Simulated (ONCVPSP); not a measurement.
# What the settings do to the ONCV potential of Al (Z = 13)

Base potential:

```
Element                 : Al
Generator               : ONCVPSP 4.0.1
Type                    : optimised norm-conserving Vanderbilt (ONCV)
Functional              : PBE
Relativity              : scalar-relativistic
Frozen core             : [He]
Valence charge          : 11
Reference configuration : 2s2 2p6 3s1 (charge +2)
Partial waves           : 2s+3s: rc 1.20 bohr, ncon 4, nbas 7, qcut 13.3 1/bohr, 2 projectors; 2p: rc 0.90 bohr, ncon 4, nbas 8, qcut 16.8 1/bohr, 2 projectors, debl 0.3 Ha
Local potential         : polynomial inside 0.85 bohr (lpopt 1, dvloc0 3 Ha)
Core correction         : polynomial model core, fcfact 0.45
```

In the p channel the program set the typed energies aside and used -3.317, 0.250 Ha.

Cutoffs, loose and tight: the cutoffs (Ha) at which the residual kinetic energy of the hardest occupied pseudo-wave falls to 1 and 0.1 mHa per electron. They do not see the model core or the augmentation charge, which bear on the density cutoff. Test errors are all-electron minus pseudo excitation energies from the reference, over the configurations 2s2 2p6 3s2 3p1; 2s2 2p6 3s2; 2s2 2p6 3s0; 2s2 2p5 3s2 3p1. A dash means not determined; rows that change the core or the reference have their own tests.

```tsv
change	outcome	cutoff, loose	cutoff, tight	bound ghosts	GHOST(+) flags above zero	largest test error (meV)
base	generated, projector energies reset by the program	101 Ha	116 Ha	none	none	+177
s: qcut 7.6	generated, projector energies reset by the program	101 Ha	116 Ha	none	none	+180
s: qcut 9.4	generated, projector energies reset by the program	101 Ha	116 Ha	none	none	+183
s: qcut 10.5	generated, projector energies reset by the program	101 Ha	116 Ha	none	none	+183
s: qcut 11.7	generated, projector energies reset by the program	101 Ha	116 Ha	none	none	+181
s: qcut 14.3	generated, projector energies reset by the program	101 Ha	116 Ha	none	none	+178
s: qcut 16.1	generated, projector energies reset by the program	101 Ha	116 Ha	none	none	+169
s: qcut 17.1	generated, projector energies reset by the program	101 Ha	116 Ha	none	none	+177
s: qcut 18.3	generated, projector energies reset by the program	101 Ha	116 Ha	none	none	+164
s: qcut 20.1	failed: oncvpsp: lschvkbb ERROR 2 0 100	–	–	–	–	–
```

Reading the sweep of the qcut of the s channel (base included, trends over the rows without a ghost): The loose cutoff stays near 101 Ha. The median size of the test errors (rows with all tests solved) stays near 1.1 meV. The generation fails at 20.1 1/bohr.
